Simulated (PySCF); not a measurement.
## Working out the ionisation energy of Hg

Hg [Xe] 4f14 5d10 6s2 (1S) → Hg⁺ [Xe] 4f14 5d10 6s1 (2S). All numbers are calculated (PySCF 2.14, a scalar-relativistic core potential, in aug-cc-pVDZ-PP with ECP60MDF (5s5p4d2f, 54 functions)). Frozen: 5s2 5p6. Energies in hartree (1 hartree = 27.21139 eV):

| part | Hg (lower) | Hg⁺ (upper) |
| --- | --- | --- |
| UHF | -152.539930 | -152.226049 |
| MP2 opposite-spin | -0.251094 | -0.202007 |
| MP2 same-spin | -0.130952 | -0.113013 |

**Question.** What does Hartree-Fock give?

**Answer.** (-152.226049) − (-152.539930) = 0.313881 hartree = 8.541 eV.

**Question.** What do MP2 and SCS-MP2 (6/5 opposite-spin, 1/3 same-spin) give?

**Answer.** The opposite-spin parts differ by 1.336 eV and the same-spin parts by 0.488 eV. MP2: 8.541 + (1.336) + (0.488) = 10.365 eV. SCS-MP2: 8.541 + 1.2 × (1.336) + (0.488)/3 = 10.307 eV.

Measured between the centres of the two terms (NIST): 10.438 eV, so MP2 (valence) is off by -0.073 eV.

A double-zeta basis recovers only part of the correlation energy.

What remains against the reference includes basis incompleteness, the frozen core and correlation beyond second order.
